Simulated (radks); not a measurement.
Sr7+, configuration [Ar] 3d10 4s2 4p1. All-electron calculation, scalar-relativistic Kohn-Sham, PBEsol, spin-polarised, spherical densities, point nucleus; open shells are filled with parallel spins first (spin-orbit coupling, left out, can overturn this in heavy ions). Program: a radial shooting solver on a logarithmic mesh with Libxc functionals.

Radial electron density D(r) = 4 pi r^2 rho(r):

r (bohr),D(r) (e/bohr),spin D(r)
0.001936,1.938,-0.0000319
0.0022,2.429,-0.0000395
0.002501,3.035,-0.0000485
0.002842,3.782,-0.0000590
0.00323,4.696,-0.0000710
0.003672,5.807,-0.0000841
0.004173,7.149,-0.0000977
0.004743,8.754,-0.000110
0.00539,10.66,-0.000119
0.006127,12.89,-0.000120
0.006963,15.47,-0.000105
0.007914,18.40,-0.0000620
0.008995,21.68,0.0000267
0.01022,25.27,0.000190
0.01162,29.08,0.000470
0.01321,33.00,0.000930
0.01501,36.87,0.00166
0.01706,40.46,0.00279
0.01939,43.55,0.00448
0.02204,45.88,0.00698
0.02504,47.23,0.0106
0.02846,47.48,0.0156
0.03235,46.64,0.0224
0.03677,44.91,0.0314
0.04179,42.73,0.0428
0.0475,40.69,0.0565
0.05398,39.51,0.0720
0.06135,39.80,0.0881
0.06973,41.90,0.103
0.07989,45.93,0.113
0.0908,50.62,0.114
0.1032,54.89,0.104
0.1173,57.31,0.0817
0.1333,56.79,0.0500
0.1515,53.05,0.0166
0.1722,46.95,-0.00581
0.1957,40.31,-0.00338
0.2224,35.27,0.0334
0.2528,33.37,0.103
0.2873,34.73,0.186
0.3266,37.94,0.252
0.3712,40.65,0.268
0.4218,40.70,0.217
0.4794,37.17,0.117
0.5449,30.69,0.0194
0.6193,22.95,-0.00570
0.7039,15.81,0.0936
0.8,10.46,0.321
0.9093,7.140,0.619
1.033,5.304,0.888
1.175,4.177,1.03
1.335,3.198,0.979
1.517,2.201,0.776
1.724,1.297,0.508
1.96,0.6361,0.273
2.228,0.2545,0.120
2.532,0.08114,0.0418
2.877,0.02004,0.0114
3.27,0.003717,0.00231
3.717,0.0005019,0.000340

D(r) has 3 maxima, at r = 0.0276, 0.122, 0.396 bohr, and minima at 0.0562, 0.255 bohr, inside which lie 2.05, 11.10 electrons.
